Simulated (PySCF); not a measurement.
A homologous series of growing length: n-germane mercapto/mercapto. Isolated molecules, 0 K electronic values unless said otherwise. One relaxed conformer stands for each flexible species; it need not be the lowest. Strings in code marks are SMILES.

The S1 excitation (TDA) from two functionals at the same geometries (B3LYP-D3(BJ)/def2-SVP), both in PySCF: PBE-D3(BJ)/def2-TZVP and B3LYP-D3(BJ)/def2-TZVP. B3LYP has the VWN-RPA correlation part, as in Gaussian. Excitations are Tamm–Dancoff values on a coarser integration grid. The basis has no diffuse functions, so Rydberg states are missing or too high.

```tsv
species	B3LYP-D3(BJ)/def2-TZVP (eV)
n = 1 (`[SH][GeH2][SH]` (H–S–Ge–S torsion -140°, S–Ge–S–H torsion -140°))	5.27
n = 2 (`[SH][GeH2][GeH2][SH]`)	4.83
n = 3 (`[SH][GeH2][GeH2][GeH2][SH]`)	4.59
n = 4 (`[SH][GeH2][GeH2][GeH2][GeH2][SH]`)	4.60
n = 6 (`[GeH2]([GeH2][GeH2][GeH2][SH])[GeH2][GeH2][SH]`)	4.48
```

Problem. What does PBE-D3(BJ)/def2-TZVP give for each?

Solution. 
- n = 1 (`[SH][GeH2][SH]` (H–S–Ge–S torsion -140°, S–Ge–S–H torsion -140°)): 4.92
- n = 2 (`[SH][GeH2][GeH2][SH]`): 4.46
- n = 3 (`[SH][GeH2][GeH2][GeH2][SH]`): 4.13
- n = 4 (`[SH][GeH2][GeH2][GeH2][GeH2][SH]`): 4.10
- n = 6 (`[GeH2]([GeH2][GeH2][GeH2][SH])[GeH2][GeH2][SH]`): 3.87
Over these rows, drawn at random from the members with no instability flagged (it was tested for open shells, ions and some series alone), PBE minus B3LYP-D3(BJ): mean -0.46 eV, from -0.61 eV to -0.35 eV.
